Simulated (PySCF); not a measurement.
Si(F)(Cl)(OH)2 (ClFH₂O₂Si), SMILES O[Si](O)(F)Cl. Atoms are numbered in the order given.

```xyz
7

O     -0.6543     1.6605     0.1691
Si    -0.2246     0.0811     0.2379
O     -1.5657    -0.8347     0.0948
F      0.5366    -0.1964     1.6329
Cl     1.0847    -0.4615    -1.2303
H      0.0206     2.3285     0.3376
H     -2.3845    -0.4570     0.4381
```

The structure is a stationary point at r2SCAN-D4/def2-SVP. The values are those of a single conformer.

Level of theory: PySCF with r2SCAN-D4/def2-SVP.

Frequencies are harmonic and unscaled.

Computed vibrational spectrum:
```
mode  ν (cm⁻¹)  IR (km/mol)  Raman (Å⁴/amu)  depolarisation    moving atoms (share of kinetic energy)
----  --------  -----------  --------------  --------------  ----------------------------------------
1           97        134.4             1.6            0.74                            H 68 %, O 20 %
2          168         16.9             2.6            0.74                    H 67 %, O 13 %, F 11 %
3          236          0.4             0.9            0.74           F 30 %, O 29 %, H 20 %, Cl 17 %
4          264         62.0             0.5            0.73           O 39 %, H 35 %, Cl 13 %, Si 8 %
5          321         36.6             2.6            0.62  O 37 %, Cl 19 %, H 17 %, F 16 %, Si 11 %
6          333         27.7             1.4            0.70                   O 42 %, F 27 %, Si 22 %
7          341         63.5             1.4            0.71          O 44 %, F 24 %, Cl 13 %, Si 12 %
8          562        121.6             5.0            0.05           Cl 36 %, Si 36 %, O 13 %, F 8 %
9          766        122.9             3.9            0.09                            H 60 %, O 33 %
10         784        204.3             2.4            0.59                            H 70 %, O 29 %
11         864        199.1             2.9            0.11           Si 32 %, F 29 %, H 21 %, O 16 %
12         975        186.2             1.2            0.39                   Si 47 %, O 30 %, F 18 %
13        1018        169.6             1.7            0.49                   Si 48 %, O 38 %, H 10 %
14        3885        147.3            85.8            0.36                                    H 94 %
15        3890        117.0            94.3            0.22                                    H 94 %
```
